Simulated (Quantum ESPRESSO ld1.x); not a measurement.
Ru, 44 electrons, occupied as [Kr] 4d7 5s1 (the NIST ground configuration). Method: scalar-relativistic Kohn-Sham, LDA (Slater exchange, Perdew-Wang correlation), spin-polarised, spherical densities, point nucleus; open shells are filled with parallel spins first; computed with ld1.x of Quantum ESPRESSO 7.5.

X-ray form factor f0, the Fourier transform of the density (f0(0) = 44):

| sin(theta)/lambda (1/angstrom) | f0 (electrons) |
|---|---|
| 0.05 | 43.083 |
| 0.1 | 40.785 |
| 0.15 | 37.923 |
| 0.2 | 35.027 |
| 0.25 | 32.315 |
| 0.3 | 29.863 |
| 0.4 | 25.795 |
| 0.5 | 22.737 |
| 0.6 | 20.413 |
| 0.8 | 16.892 |
| 1 | 13.942 |
| 1.25 | 10.813 |
| 1.5 | 8.516 |
| 2 | 6.097 |
